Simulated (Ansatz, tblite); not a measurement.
Removing and adding an electron: Mn(NH2)2 (MnN₂H₄). Charge 0, multiplicity 6. Geometry: r2SCAN-D4/def2-TZVP. Ansatz, gas phase; energy differences of separate SCF runs; the oxidised species is a quintet (the septet lies 0.43 eV higher at PBE0-D4/def2-TZVP); the reduced species is a quintet (the septet lies 1.07 eV higher at PBE0-D4/def2-TZVPD).

```xyz
7

Mn    0.002   -0.003    0.000
N     0.278    0.508   -1.792
H     1.171    0.702   -2.225
H    -0.440    0.636   -2.492
N    -0.277   -0.508    1.792
H    -0.298   -1.454    2.149
H    -0.437    0.119    2.569
```

The xTB rows come from tblite.

```json
{"level": "GFN1-xTB", "−HOMO (eV)": "–", "vertical IE (eV)": "13.23", "−LUMO (eV)": "–", "vertical EA (eV)": "4.78", "HOMO–LUMO gap (eV)": "–", "IE − EA (eV)": "8.45", "remarks": "–"}
{"level": "GFN2-xTB", "−HOMO (eV)": "–", "vertical IE (eV)": "12.04", "−LUMO (eV)": "–", "vertical EA (eV)": "5.85", "HOMO–LUMO gap (eV)": "–", "IE − EA (eV)": "6.19", "remarks": "–"}
{"level": "PBE-D4/def2-TZVPD", "−HOMO (eV)": "4.73", "vertical IE (eV)": "–", "−LUMO (eV)": "2.95", "vertical EA (eV)": "0.45", "HOMO–LUMO gap (eV)": "1.77", "IE − EA (eV)": "–", "remarks": "HOMO above zero (-1 quintet), spin-contaminated (⟨S²⟩ 6.15) (-1 quintet)"}
{"level": "r2SCAN-D4/def2-TZVPD", "−HOMO (eV)": "5.01", "vertical IE (eV)": "–", "−LUMO (eV)": "2.13", "vertical EA (eV)": "0.20", "HOMO–LUMO gap (eV)": "2.88", "IE − EA (eV)": "–", "remarks": "HOMO above zero (-1 quintet), spin-contaminated (⟨S²⟩ 6.27) (-1 quintet)"}
```

Run but left out: PBE-D4/def2-TZVP, r2SCAN-D4/def2-TZVP, PBE0-D4/def2-TZVP (charge +1 quintet: ⟨S²⟩ 6.48 to 6.76, where a pure state has 6.00); PBE0-D4/def2-TZVPD (charge -1 quintet: ⟨S²⟩ 6.31, where a pure state has 6.00).   A HOMO above zero means that the electron is unbound at that level or that self-interaction error raises the level; the energy of removing that electron tells which. HOMO and LUMO are the levels of the spin that leaves or enters (xTB has no such levels and no spin-polarisation term). Other spin states of the ions may lie lower, which would lower the ionisation energy or raise the affinity. Raw xTB energy differences between charge states are shifted by several eV; the methods need an empirical correction for them.
